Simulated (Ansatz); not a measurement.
The same path of CH7BOSSi (12 atoms, charge 0, multiplicity 1) was run twice with different band settings. The coordinate that changes most is the dihedral Si1–B2–O3–C4.

Theory: Ansatz 0.2.0, RKS r2SCAN/def2-SVP.

Relaxed end points:

```xyz
12
Properties=species:S:1:pos:R:3
Si -1.661 -0.785 1.573
B 0.082 -0.423 0.602
O 0.043 -0.049 -0.697
C 1.227 0.255 -1.418
S 1.733 1.991 -1.270
H -1.777 0.109 2.772
H -2.871 -0.580 0.716
H -1.683 -2.195 2.085
H 1.165 -0.549 1.146
H 2.083 -0.329 -1.037
H 1.045 0.000 -2.472
H 0.691 2.500 -1.966
```

```xyz
12
Properties=species:S:1:pos:R:3
Si -1.133 -0.439 1.376
B -0.232 -1.280 -0.249
O 0.767 -0.736 -0.987
C 1.341 0.528 -0.706
S 0.191 1.924 -0.893
H -0.368 0.665 2.041
H -2.471 0.101 0.973
H -1.377 -1.502 2.405
H -0.597 -2.367 -0.644
H 1.693 0.583 0.337
H 2.198 0.652 -1.382
H 0.065 1.814 -2.236
```

Common settings: spring 5.0 eV/Å²; optimiser quadratic models (default); start path through a guess of the saddle point; force threshold 0.05 eV/Å; iteration limit 60; end points relaxed.

| run | movable images | climbing image |
| --- | --- | --- |
| 1 | 5 | yes |
| 2 | 4 | no |

Task: What does each run give, and how far can it be trusted?

Result: Run 1: converged after 48 iterations, highest image 0.698 eV above the first end. A vibrational analysis at the climbing image gives one clearly imaginary mode, 328i cm⁻¹: a first-order saddle point.
Run 2: converged after 36 iterations, highest image 0.090 eV above the first end. Beside the main top the profile has a ripple of under 15 meV (maxima at images 1, 3), which may be a very shallow well or noise. The dihedral Si1–B2–O3–C4 jumps by 171° between images 1 and 2, so the path isn't resolved there. No image climbed, so the highest image needn't sit at the top of the path. A band with more images between the same ends climbed to 0.70 eV, so this one has probably stepped over the top.
